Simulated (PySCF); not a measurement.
Electron correlation in Ge (germanium, neutral)

[Ar] 3d10 4s2 4p1 5s1, high-spin 3P determinant (an excited configuration). Computed with PySCF 2.14 in aug-cc-pVTZ-DK (7s6p4d2f, 59 functions), with scalar relativity by spin-free X2C-1e. Frozen: [Ar] 3d10; 4 electrons correlated.

| level | correlation energy (mhartree) |
| --- | --- |
| CCSD | -59.20 |
| (T) | -1.56 |
| CCSD(T) | -60.76 |
| CCSDT | -61.23 |

Diagnostics: T1 = 0.015, D1 = 0.0376, largest double amplitude 0.084.

**Question.** Is a single reference adequate?

**Answer.** Mostly. T1 lies below 0.03, but a double amplitude of this size points to a near-degeneracy that CCSD handles and MP2 describes poorly.
